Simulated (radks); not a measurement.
Results of a calculation; reference values are marked as such.
Spherical quantum dot in the effective-mass picture: electrons in a hard-walled sphere of radius 3.8, all in effective atomic units (hartree* = m*/eps^2 hartree, bohr* = eps/m* bohr), one dielectric constant everywhere. Level of theory: non-relativistic Kohn-Sham, PBE, spin-polarised, spherical densities (a radial shooting solver with Libxc functionals). Levels are named by radial order and angular momentum (1s, 1p, 1d, 2s, ...), and open shells are averaged over m. Results are scaled to m* = 0.191 and eps = 9.2, for which hartree* = 61.41 meV and bohr* = 2.549 nm.

N = 25, configuration 1s2 1p6 1d10 1f(up 7, down 0). This is the lowest configuration that the search found. Occupied and some empty levels:

| level | occupation | eigenvalue (meV) | <r> (nm) |
|---|---|---|---|
| 1s up | 1 | 528.02 | 6.663 |
| 1s down | 1 | 532.47 | 6.601 |
| 1p up | 3 | 538.53 | 6.872 |
| 1p down | 3 | 543.26 | 6.834 |
| 1d up | 5 | 557.12 | 7.064 |
| 1d down | 5 | 562.10 | 7.040 |
| 1f up | 7 | 582.81 | 7.230 |
| 1f down | 0 | 587.99 | 7.214 |
| 2s up | 0 | 608.48 | 4.356 |
| 2s down | 0 | 610.18 | 4.364 |
| 1g up | 0 | 615.00 | 7.373 |
| 1g down | 0 | 620.35 | 7.363 |
| 2p up | 0 | 643.73 | 5.088 |
| 2p down | 0 | 645.89 | 5.081 |
| 2d up | 0 | 686.39 | 5.547 |
| 2d down | 0 | 689.00 | 5.536 |

Energy (meV): total 7753.53, kinetic 2025.7, external 0, Hartree 6442.9, exchange-correlation -715.10.
